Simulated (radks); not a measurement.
Excited configurations of Yb3+: one electron is placed in a higher orbital outside [Xe] 4f12. The ground configuration is [Xe] 4f13. Calculated with a radial shooting solver on a logarithmic mesh with Libxc functionals: Dirac Kohn-Sham, LDA (Slater exchange, Perdew-Wang correlation), spin-unpolarised, spherical densities, finite nucleus; open shells fill j = l - 1/2 first; Fermi nuclear charge, rms radius 5.3108 fm. Excitation = E - E(ground); binding = E(ion) - E, where the ion is the core of charge +4; n* = 4/sqrt(2 binding) in atomic units, and the quantum defect is n - n*.

outer orbital  excitation (eV)  binding (eV)     n*  quantum defect  eigenvalue (eV)  <r> (bohr)
5d3/2                   12.664        33.315  2.556           2.444          -27.622       1.936
5f5/2                   31.748        14.232  3.911           1.089          -11.907       4.146
6s1/2                   15.177        30.802  2.658           3.342          -27.098       2.778
6p1/2                   21.016        24.963  2.953           3.047          -21.839       3.180
6d3/2                   29.856        16.124  3.674           2.326          -14.069       4.492
6f5/2                   36.613         9.367  4.821           1.179           -8.121       7.303
7s1/2                   29.823        16.156  3.671           3.329          -14.405       5.195
7p1/2                   32.090        13.890  3.959           3.041          -12.333       5.813
7d3/2                   35.970        10.010  4.663           2.337           -8.861       7.629
7f5/2                   39.427         6.553  5.764           1.236           -5.787       11.20

The Delta-SCF ionisation energy is 45.980 eV (NIST Atomic Spectra Database: 43.61 eV, semi-empirical). Self-interaction in the functional shifts the binding energies and quantum defects, so they are the method's values and not measured ones. Spin polarisation and multiplet splitting are left out, so open shells lie too high by an amount that depends on their filling.

Beside tabulated values, note that spin-unpolarised runs miss the spin-polarisation part of the exchange energy of open shells.
